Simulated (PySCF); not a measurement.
Adding and removing an electron: TlCl

RHF-CCSD(T); PySCF, scalar-relativistic core potentials, basis sets Tl def2-SVP with ECP60, Cl def2-SVP. Neutral (RHF): singlet (closed shell), Re = 2.520 Å, ωe = 302 cm⁻¹, De = 3.88 eV.

TlCl⁺ (UHF): doublet (π ↑), Re = 3.287 Å, ωe = 88.6 cm⁻¹. The energies at the minima are -631.16925 hartree for TlCl and -630.84475 for TlCl⁺.

Task: Work out the adiabatic ionisation energy, without and with harmonic zero-point energies (1 hartree = 27.2114 eV, 1 eV = 8065.5 cm⁻¹), and the change of the bond length.

Result: At CCSD(T): 0.32450 hartree = 8.830 eV between the minima; the zero-point term (88.6 − 302.0)/2 cm⁻¹ = -0.013 eV makes it 8.817 eV. Re changes by +76.7 pm against the neutral. The electron leaves a π orbital, and the ion is left as a loose complex of an ion and an atom.

Correlated steps freeze 9 core orbitals. Correlated levels converge slowly with the basis: in double zeta they bind strong bonds too weakly, by up to about 1 eV, and carry superposition errors of some tenths. Spin–orbit coupling is left out, which matters for elements this heavy, above all for dissociation energies. Where the molecule has an RHF reference, its open-shell atoms are computed with UHF. States were picked by a PBE0 search and need not be the measured ground states.

Neutral and ion stand on different kinds of reference determinant, which adds to the error of the difference.
